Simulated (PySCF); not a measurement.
H2O2Sn, neutral, multiplicity 1. Atoms are numbered in the order given.

```xyz
5

Sn     0.3748    -0.0179     0.0000
O     -0.9897    -1.4569     0.0000
H     -1.8923    -1.1122     0.0000
O     -1.0259     1.4165     0.0000
H     -0.7208     2.3297     0.0000
```

Geometry optimised at B3LYP-D3(BJ)/def2-TZVP. The def2 effective core potentials stand for the cores of Sn; spin–orbit coupling is left out. One conformer was computed; it need not be the lowest.

Level of theory: PySCF with PBE0/def2-TZVPD.

Isolated molecule, no solvent.

* **total energy**: -365.92740 hartree
* **point group**: Cs
* **highest occupied level**: -7.59 eV
* **lowest empty level**: -2.08 eV
* **orbital gap**: 5.51 eV
* **dipole moment**: 2.60 D
* **quadrupole, principal values (traceless, Buckingham form, about the centre of nuclear charge)**: -2.67, 0.02, 2.65 D·Å
* **mean static polarisability**: 50.8 bohr³ (7.53 Å³)
* **polarisability, principal values**: 42.6, 53.5, 56.4 bohr³
